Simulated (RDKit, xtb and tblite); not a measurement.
Conformational energy of SMILES CC(C)CC=O. Scanned: dihedral C1–C2–C4–C5 and dihedral C2–C4–C5–O6; all other coordinates were relaxed at GFN2-xTB. Heavy atoms are numbered in the order of the SMILES CC(C)CC=O, hydrogens after them in the order of the atoms that carry them; the mirror image has the same energies with the sign of each dihedral reversed.

Levels: GFN2-xTB (xtb and tblite); MMFF94 // GFN2-xTB (RDKit); UFF // GFN2-xTB (RDKit).

Energies in kJ/mol at chosen points (x: dihedral C1–C2–C4–C5 (°); y: dihedral C2–C4–C5–O6 (°)), relative to x = -60, y = -60:

```csv
method,"(30, -60)","(-60, -60)","(-90, -90)","(-120, -60)","(-30, 60)","(60, 150)","(150, 90)"
GFN2-xTB,12.9,0.0,3.1,9.9,12.2,-0.1,7.4
MMFF94,15.2,0.0,-0.6,8.4,18.0,-2.6,12.5
UFF,25.5,0.0,11.0,16.6,24.9,11.9,26.3
```
